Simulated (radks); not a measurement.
The numbers below are computed, except where a source is named.
Q: Tm I, 69 electrons, occupied as [Xe] 4f13 6s2. Code: a radial shooting solver on a logarithmic mesh with Libxc functionals. Model: scalar-relativistic Kohn-Sham, PBEsol, spin-polarised, spherical densities, finite nucleus; open shells are filled with parallel spins first (spin-orbit coupling, left out, can overturn this in heavy ions); Fermi nuclear charge, rms radius 5.2256 fm. Some entries of the table are withheld. Estimate them.

| orbital | occ. | eigenvalue (hartree) | r(max) (bohr) |
|---|---|---|---|
| 1s up | 1 | -2177.477 | 0.01262 |
| 1s down | 1 | -2177.477 | 0.01262 |
| 2s up | 1 | -367.4042 | 0.07192 |
| 2s down | 1 | -367.4036 | 0.07192 |
| 2p up | 3 | -324.4874 | 0.05855 |
| 2p down | 3 | -324.4870 | 0.05855 |
| 3s up | 1 | -82.57202 | 0.2033 |
| 3s down | 1 | -82.55554 | 0.2033 |
| 3p up | 3 | -69.57213 | 0.2002 |
| 3p down | 3 | -69.55568 | 0.2002 |
| 3d up | 5 | -53.49772 | 0.1633 |
| 3d down | 5 | -53.48509 | 0.1632 |
| 4s up | 1 | -16.26912 | 0.4644 |
| 4s down | 1 | -16.23577 | 0.4644 |
| 4p up | 3 | -11.99560 | 0.4857 |
| 4p down | 3 | -11.96283 | 0.4857 |
| 4d up | 5 | -6.31766 | 0.5012 |
| 4d down | 5 | -6.28554 | 0.5012 |
| 5s up | 1 | -1.97029 | 1.090 |
| 5s down | 1 | -1.95493 | 1.092 |
| 5p up | 3 | -0.99544 | 1.253 |
| 5p down | 3 | -0.98466 | 1.255 |
| 6s up | 1 | (1) | (2) |
| 6s down | 1 | (3) | (4) |
| 4f up | 7 | -0.12915 | (5) |
| 4f down | 6 | -0.10129 | (6) |

A: 
(1) 6s up eigenvalue (hartree): -0.14348
(2) 6s up r(max) (bohr): 3.316
(3) 6s down eigenvalue (hartree): -0.14266
(4) 6s down r(max) (bohr): 3.328
(5) 4f up r(max) (bohr): 0.4954
(6) 4f down r(max) (bohr): 0.4959
